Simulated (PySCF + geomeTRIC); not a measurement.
The multiplicity is imposed and other spin states were not computed.

Calculation: PySCF + geomeTRIC with BP86-D3(BJ)/def2-SVP. fastk is a local helper that only speeds up exchange builds. No frequencies were computed at this level.

```python
import json, numpy as np
from pyscf import gto, dft
from fastk import lowrank_exchange
atoms = """
Zn    -0.150264     0.837696    -0.459024
O     -1.504957    -0.225549    -0.222042
C     -2.875605    -0.446977    -0.326334
H     -3.451436     0.265429     0.276898
H     -3.084431    -1.458154     0.043856
H     -3.222404    -0.383110    -1.364863
C      1.827533     0.962570    -0.217872
H      2.160333     0.001654     0.159146
H      2.103315     1.726855     0.496936
H      2.346140     1.166950    -1.145197
"""
def scf(charge, spin, dm0=None):
    mol = gto.M(atom=atoms, basis='def2-svp', ecp={}, charge=charge, spin=spin, verbose=3, max_memory=5040)
    mf = dft.KS(mol, xc='bp86').density_fit(auxbasis="def2-universal-jkfit")
    mf.disp = 'd3bj'
    mf.grids.level = 3
    mf.conv_tol = 1e-8
    mf.max_cycle = 120
    mf.level_shift = 0.25
    mf.kernel(dm0)
    if not mf.converged:
        mf = mf.newton().run(mf.mo_coeff, mf.mo_occ).undo_soscf()
    return mf
mf = scf(0, 0)
from pyscf.geomopt.geometric_solver import kernel as optimize
path = []
done, mol = optimize(mf, maxsteps=120, assert_convergence=False, callback=lambda env: path.append((env["energy"], bool(env["g_scanner"].converged))))
res = dict(converged=bool(done and path[-1][1]), energy=path[-1][0], path=[e for e, c in path], xyz=mol.atom_coords(unit="Angstrom").tolist(), nao=mol.nao)
json.dump(res, open("result.json", "w"))
```

Output:

```
converged SCF energy = -1934.31365679244
Geometry optimization cycle 1
converged SCF energy = -1934.31365679656
cycle 1: E = -1934.3136568  dE = -1934.31  norm(grad) = 0.0616508
Geometry optimization cycle 2
converged SCF energy = -1934.32064045616
cycle 2: E = -1934.32064046  dE = -0.00698366  norm(grad) = 0.0194391
Geometry optimization cycle 3
converged SCF energy = -1934.32410538743
cycle 3: E = -1934.32410539  dE = -0.00346493  norm(grad) = 0.0146377
Geometry optimization cycle 4
converged SCF energy = -1934.32641717563
cycle 4: E = -1934.32641718  dE = -0.00231179  norm(grad) = 0.020768
Geometry optimization cycle 5
converged SCF energy = -1934.32723409595
cycle 5: E = -1934.3272341  dE = -0.00081692  norm(grad) = 0.0134637
Geometry optimization cycle 6
converged SCF energy = -1934.3274942913
cycle 6: E = -1934.32749429  dE = -0.000260195  norm(grad) = 0.00541281
Geometry optimization cycle 7
converged SCF energy = -1934.32755416316
cycle 7: E = -1934.32755416  dE = -5.98719e-05  norm(grad) = 0.00273594
Geometry optimization cycle 8
converged SCF energy = -1934.32757655737
cycle 8: E = -1934.32757656  dE = -2.23942e-05  norm(grad) = 0.00177514
Geometry optimization cycle 9
converged SCF energy = -1934.32758555972
cycle 9: E = -1934.32758556  dE = -9.00236e-06  norm(grad) = 0.000982814
Geometry optimization cycle 10
converged SCF energy = -1934.32758784426
cycle 10: E = -1934.32758784  dE = -2.28454e-06  norm(grad) = 0.000405369
Geometry optimization cycle 11
converged SCF energy = -1934.32758810026
cycle 11: E = -1934.3275881  dE = -2.55998e-07  norm(grad) = 0.000207196
<class 'geometric.internal.Distance'> : 9
<class 'geometric.internal.Angle'> : 14
<class 'geometric.internal.Dihedral'> : 7
<class 'geometric.internal.TranslationX'> : 1
<class 'geometric.internal.TranslationY'> : 1
<class 'geometric.internal.TranslationZ'> : 1
<class 'geometric.internal.RotationA'> : 1
<class 'geometric.internal.RotationB'> : 1
<class 'geometric.internal.RotationC'> : 1
Step    0 : Gradient = 1.950e-02/2.993e-02 (rms/max) Energy = -1934.3136567966
Step    1 : Displace = 8.014e-02/1.490e-01 (rms/max) Trust = 1.000e-01 (=) Grad = 6.147e-03/1.056e-02 (rms/max) E (change) = -1934.3206404562 (-6.984e-03) Quality = 1.323
Step    2 : Displace = 1.156e-01/2.159e-01 (rms/max) Trust = 1.414e-01 (+) Grad = 4.629e-03/7.907e-03 (rms/max) E (change) = -1934.3241053874 (-3.465e-03) Quality = 1.443
Step    3 : Displace = 1.599e-01/2.752e-01 (rms/max) Trust = 2.000e-01 (+) Grad = 6.567e-03/1.120e-02 (rms/max) E (change) = -1934.3264171756 (-2.312e-03) Quality = 1.281
Step    4 : Displace = 9.590e-02/1.428e-01 (rms/max) Trust = 2.828e-01 (+) Grad = 4.258e-03/8.574e-03 (rms/max) E (change) = -1934.3272340960 (-8.169e-04) Quality = 1.289
Step    5 : Displace = 3.885e-02/4.673e-02 (rms/max) Trust = 3.000e-01 (+) Grad = 1.712e-03/3.473e-03 (rms/max) E (change) = -1934.3274942913 (-2.602e-04) Quality = 1.247
Step    6 : Displace = 8.834e-03/1.294e-02 (rms/max) Trust = 3.000e-01 (=) Grad = 8.652e-04/1.700e-03 (rms/max) E (change) = -1934.3275541632 (-5.987e-05) Quality = 1.293
Step    7 : Displace = 4.408e-03/6.864e-03 (rms/max) Trust = 3.000e-01 (=) Grad = 5.613e-04/9.329e-04 (rms/max) E (change) = -1934.3275765574 (-2.239e-05) Quality = 1.332
Step    8 : Displace = 3.718e-03/6.819e-03 (rms/max) Trust = 3.000e-01 (=) Grad = 3.108e-04/6.497e-04 (rms/max) E (change) = -1934.3275855597 (-9.002e-06) Quality = 1.260
Step    9 : Displace = 2.125e-03/4.192e-03 (rms/max) Trust = 3.000e-01 (=) Grad = 1.282e-04/2.155e-04 (rms/max) E (change) = -1934.3275878443 (-2.285e-06) Quality = 1.069
Step   10 : Displace = 7.682e-04/1.475e-03 (rms/max) Trust = 3.000e-01 (=) Grad = 6.552e-05/1.216e-04 (rms/max) E (change) = -1934.3275881003 (-2.560e-07) Quality = 0.542
Converged! =D
```

Cost: around 2.1 core-minutes (rough).
